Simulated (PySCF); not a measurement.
Computed shifts of a molecule CH8FNSi2, PBE/pcSseg-1 (PySCF), GIAO, gas phase, atoms alike by connectivity averaged where their shifts nearly agree, in ppm (number of nuclei): ¹⁵N: 28.1 (1). ¹³C: 28.5 (1). ²⁹Si: -2.7 (1), -60.2 (1). ¹⁹F: -226.1 (1). ¹H: 5.46 (1), 5.30 (1), 4.55 (3), 3.04 (1), 1.00 (1), 0.70 (1). References: ¹⁵N against NH3 (σ = 267.0 ppm); ¹³C against TMS (σ = 182.0 ppm); ²⁹Si against TMS (σ = 335.4 ppm); ¹⁹F against CFCl3 (σ = 133.6 ppm); ¹H against TMS (σ = 31.49 ppm), references at their B3LYP-D3(BJ)/def2-TZVP geometries, non-relativistic. Coordinates come from a PBE-D3(BJ)/def2-SVP optimisation. Other conformers were not sampled.

Task: Which molecule gave these data?
(A) N[C@H]([SiH3])[SiH2]F
(B) C[Si@@H](F)N[SiH3]
(C) FC[SiH2]N[SiH3]
(D) C[SiH2]N[SiH2]F

Result: A, N[C@H]([SiH3])[SiH2]F
